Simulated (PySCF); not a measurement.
Compound: C7H8S.
Atom-mapped SMILES: `[CH3:1][c:2]1[cH:3][cH:4][cH:5][cH:6][c:7]1[SH:8]` (hydrogens: H9, H10, H11 on C1; H12 on C3; H13 on C4; H14 on C5; H15 on C6; H16 on S8)

Theory: PBE0-D3(BJ)/def2-SVP geometry optimisation, gas phase in PySCF.

(1) List the bond lengths, angles and torsions at this level.

Results:

(1) 
| bond | length (pm) | order |
| --- | --- | --- |
| C1–C2 | 149.8 | single |
| C2–C3 | 139.9 | aromatic |
| C3–C4 | 139.3 | aromatic |
| C4–C5 | 139.3 | aromatic |
| C5–C6 | 139.1 | aromatic |
| C6–C7 | 139.9 | aromatic |
| C7–S8 | 177.5 | single |
| C2–C7 | 140.9 | aromatic |
| C1–H9, C1–H10, C1–H11 | 110.1 | single |
| C3–H12 | 109.4 | single |
| C4–H13 | 109.2 | single |
| C5–H14 | 109.2 | single |
| C6–H15 | 109.3 | single |
| S8–H16 | 135.0 | single |

Bonds in one row agree within 1 pm and their mean is given. Orders are formal, as drawn. A selection of angles:
| angle | degrees |
| --- | --- |
| C1–C2–C3 | 120.7 |
| C1–C2–C7 | 121.5 |
| C3–C2–C7 | 117.8 |
| C2–C3–C4 | 121.9 |
| C3–C4–C5 | 119.7 |
| C4–C5–C6 | 119.7 |
| C5–C6–C7 | 120.6 |
| C6–C7–S8 | 116.9 |
| C2–C7–C6 | 120.4 |
| C2–C7–S8 | 122.6 |
| H16–S8–C7 | 97.6 |

Torsions: H16–S8–C7–C6 145° (anticlinal). The mirror-image conformer, all signs reversed, is as good.

Of the pairs four or more bonds apart, C1···H16 is among the closest relative to their van der Waals radii: 2.66 Å, 92 % of the sum of Bondi's values. The 7 C–C bonds span 1.391 Å (C5–C6, aromatic) to 1.498 Å (C1–C2, drawn single), a spread of 0.107 Å. The 8 heavy atoms lie in one plane (0.018 Å rms). The 6-membered ring C2–C3–C4–C5–C6–C7 has internal angles of 117.8° to 121.9° (sum 720°, against 720° for a flat polygon); it is planar, 0.00 Å rms from its mean plane, widest ring torsion 1°.

Stationary, but not proved a minimum. The numbers are those of one conformer (C6–C7–S8–H 145°).

On one thread of an Arm Neoverse V1, shared host, this took 1.9 min wall and 0.75 GiB of memory at its peak. That covers the optimisation of the geometry.
